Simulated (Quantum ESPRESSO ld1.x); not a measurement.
Results of a calculation; reference values are marked as such.
All-electron atom: the phosphorus ion P3+ in [Ne] 3s2.

Code: ld1.x of Quantum ESPRESSO 7.5. Model: Dirac Kohn-Sham, LDA (Slater exchange, VWN5 correlation), spin-unpolarised, spherical densities, point nucleus.

Energy parts (hartree):
part                    energy
total                 -338.628
kinetic                339.640
electron-nucleus      -792.377
Hartree                134.984
exchange-correlation   -20.874

Orbitals (lengths in bohr, moments of r in powers of bohr; r(max) is where P^2 peaks):
\begin{tabular}{lrrrr}
orbital & occ. & eigenvalue (hartree) & <r> & r(max) \\ \hline
1s1/2 & 2 & -77.7530 & 0.1039 & 0.06784 \\
2s1/2 & 2 & -7.77422 & 0.5203 & 0.4196 \\
2p1/2 & 2 & -6.01479 & 0.4822 & 0.3516 \\
2p3/2 & 4 & -5.98085 & 0.4844 & 0.3533 \\
3s1/2 & 2 & -1.68109 & 1.667 & 1.468 \\
\end{tabular}

The highest occupied level is 3s1/2 at -45.745 eV. Summed over all electrons, <r^2> = 8.783 bohr^2, which gives a Langevin (diamagnetic) susceptibility term of -6.96 x 10^-6 cm^3/mol. For comparison, the ionisation energy in NIST's Atomic Spectra Database is 51.444 eV (measured). In exact Kohn-Sham theory the highest level is minus the ionisation energy, but local and semilocal functionals leave it too shallow, through self-interaction and a potential that decays too fast; potentials with the right tail come closer.
